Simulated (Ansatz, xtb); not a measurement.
## Two isomers of C6H3FOS

Structure a: `Fc1coc2ccsc12`, a singlet. Structure b: `Fc1cc2occc2s1`, a singlet. Both are isolated molecules in the gas phase, relaxed with B3LYP-D3(BJ)/def2-SVP.

a (Å):

```xyz
12

C    -1.4115   -0.1922   -2.4638
C    -0.0516   -0.3632   -2.4550
C    -0.5496    0.6158   -0.5676
C    -0.6432    1.2440    0.7036
C    -1.9563    1.5435    0.9722
C    -1.7557    0.4479   -1.2348
F    -2.2400   -0.5561   -3.4349
O     0.4844    0.1309   -1.2930
S    -3.0706    1.0719   -0.2970
H     0.6328   -0.8003   -3.1749
H     0.1901    1.4599    1.3706
H    -2.3547    2.0267    1.8630
```

b (Å):

```xyz
12

C    -0.4435    0.1826   -2.9250
C    -1.6816    0.5029   -2.4401
C    -1.5771    0.6471   -1.0266
C    -1.7748    0.9421    1.1223
C    -0.4523    0.6387    0.9325
C    -0.3213    0.4444   -0.4806
F    -0.1264   -0.0342   -4.1939
O    -2.4704    0.9510   -0.0587
S     0.8385    0.0521   -1.7190
H    -2.5716    0.6199   -3.0547
H    -2.3541    1.1701    2.0124
H     0.3096    0.5677    1.7044
```

Q: Estimate E(b) − E(a) at the level CCSD(T)/def2-SVP + ΔMP2/def2-TZVPP.

A: Too close to call at this level: CCSD(T)/def2-SVP + ΔMP2/def2-TZVPP gives E(b) − E(a) = +0.001 eV.

Level by level:

```
                             level               geometry  E(b) − E(a) (eV)  departure from the last row (eV)  job, with rough time for the two
                          GFN2-xTB               GFN2-xTB              −0.005                            −0.006               optimisation, 0.1 s
                         HF/STO-3G               GFN2-xTB              −0.110                            −0.111              single point, 0.38 s
                r2SCAN-D4/def2-SVP               GFN2-xTB              −0.015                            −0.016               single point, 4.1 s
             B3LYP-D3(BJ)/def2-SVP  B3LYP-D3(BJ)/def2-SVP              −0.006                            −0.007                optimisation, 27 s
                       HF/def2-SVP  B3LYP-D3(BJ)/def2-SVP              +0.016                            +0.015           part of the CCSD(T) run
                      MP2/def2-SVP  B3LYP-D3(BJ)/def2-SVP              −0.014                            −0.014           part of the CCSD(T) run
                  CCSD(T)/def2-SVP  B3LYP-D3(BJ)/def2-SVP              −0.012                            −0.013                      single point
CCSD(T)/def2-SVP + ΔMP2/def2-TZVPP  B3LYP-D3(BJ)/def2-SVP              +0.001                                                  single point, 89 s
```

As drawn, both hold the same kinds of bond in the same numbers.

The largest departure from CCSD(T)/def2-SVP + ΔMP2/def2-TZVPP is that of HF/STO-3G, 0.111 eV. The last row adds to CCSD(T) the change of the MP2 difference between the two basis sets, here +0.013 eV.

With thermal terms from frequencies at re-optimised GFN2-xTB minima (ideal gas, soft modes damped towards free rotors, one conformer each, 298.15 K, 1 atm): on the last row, ΔE + ΔZPE = +0.002, ΔH = +0.003, ΔG = +0.002 eV.

The correlated steps freeze 13 core orbitals. Programs: Ansatz 0.2.0, xtb 6.7.1; the last row on 4 threads of Arm Neoverse V2 on a shared host.
